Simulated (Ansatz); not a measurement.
Total energies of SeF₂ from Ansatz at PBE-D4/def2-TZVPD, gas phase (1 Eh = 27.2114 eV = 2625.5 kJ/mol). The reference geometry is relaxed at r2SCAN-D4/def2-TZVP.

```xyz
3

Se    0.3612    0.6686    0.1311
F     0.0903   -0.2325   -1.3314
F    -0.4515   -0.4361    1.2004
```

| state | geometry | energy (Eh) |
| --- | --- | --- |
| charge 0 singlet | reference | -2600.76067 |
| charge -1 doublet | reference | -2600.77508 |
| free Se atom (triplet) | – | -2401.12538 |
| free F atom (doublet) | – | -99.67049 |

**Question.** Work out the vertical electron affinity, to the doublet.

**Answer.** E(charge 0 singlet) − E(charge -1 doublet) = -2600.76067 − (-2600.77508) = 0.01441 Eh = 0.39 eV.

**Question.** What is the binding energy per atom against free atoms?

**Answer.** Atoms: 1 × (-2401.12538) + 2 × (-99.67049) = -2600.46636 Eh. Binding: -2600.46636 − (-2600.76067) = 0.29431 Eh = 8.01 eV, or 2.67 eV for each of 3 atoms (no zero-point energy, no counterpoise term).

At PBE-D4/def2-TZVPD the highest occupied level of the charge -1 doublet lies above zero (up to 2.23 eV). By energy differences its removal costs 0.39 eV (vertical, to the charge 0 singlet, at PBE-D4/def2-TZVPD); a positive level beside a positive removal energy at the same level points to self-interaction error.
